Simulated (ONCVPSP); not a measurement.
# tungsten: one change to an ONCV potential, before and after

| Item | Value |
| --- | --- |
| Element | W (Z = 74) |
| Generator | ONCVPSP 4.0.1 |
| Type | optimised norm-conserving Vanderbilt (ONCV) |
| Functional | LDA (Perdew-Zunger) |
| Relativity | scalar-relativistic |
| Frozen core | [Xe] 4f14 |
| Valence charge | 6 |
| Reference configuration | 5d4 6s2 |
| Partial waves | 6s: rc 2.90 bohr, ncon 4, nbas 9, qcut 2.5 1/bohr, 2 projectors, debl 0.8 Ha; p scattering state at 0.25 Ha: rc 2.40 bohr, ncon 4, nbas 8, qcut 3.3 1/bohr, 1 projector; 5d: rc 1.65 bohr, ncon 4, nbas 7, qcut 6.3 1/bohr, 3 projectors, debl 0.8 Ha |
| Local potential | polynomial inside 1.10 bohr (lpopt 5, dvloc0 0 Ha) |
| Core correction | none |

Change: local potential polynomial inside 1.10 bohr (lpopt 5, dvloc0 9.5 Ha).

Cutoffs: the cutoffs (Ha) at which the residual kinetic energy of the hardest occupied pseudo-wave falls to 1 and 0.1 mHa per electron; they do not see the model core or the augmentation charge, which bear on the density cutoff. Errors are all-electron minus pseudo energies relative to the spin-unpolarised reference configuration.

Problem. How do hardness, ghosts and transferability respond?

Solution. The potential gets neither clearly harder nor softer (14 Ha and 17 Ha → 14 Ha and 17 Ha); both files keep a bound ghost (p, s); the lowest positive-energy flag moves from s at 39.5 eV to none; of the 4 tests that both files solve, the error grows in 0 and shrinks in 1 by more than 15 % and 0.3 meV (median size 54.7 → 23.8 meV); the range in which the p phases agree widens (upper end 0.5 → 1.6).

```csv
quantity,base,changed
"cutoff, loose",14 Ha,14 Ha
"cutoff, tight",17 Ha,17 Ha
bound ghosts,"s, p","s, p"
GHOST(+) flags under 300 eV,s at 39.5 eV,none
"error for 5d4 6s1, meV [ΔE 9.13 eV]",+2.8,+2.8
"error for 5d4 6s0, meV [ΔE 25.16 eV]",+32,+32
"error for 5d3 6s0, meV [ΔE 50.86 eV]",+81,+81
"error for 5d4 6s0 6p2, meV [ΔE 9.44 eV]",+78,+16
s: phases at 2.95 bohr within 0.05 rad from the reference energy up to (Ha; the scan ends near 5),1.3,1.7
p: phases at 2.44 bohr within 0.05 rad from the reference energy up to (Ha; the scan ends near 5),0.5,1.6
d: phases at 1.67 bohr within 0.05 rad from the reference energy up to (Ha; the scan ends near 5),to the end of the scan,to the end of the scan
```

 A true bound ghost makes a file unfit for plane-wave use even where its test errors are small: the radial tests pick states by their node count and pass the ghost by.
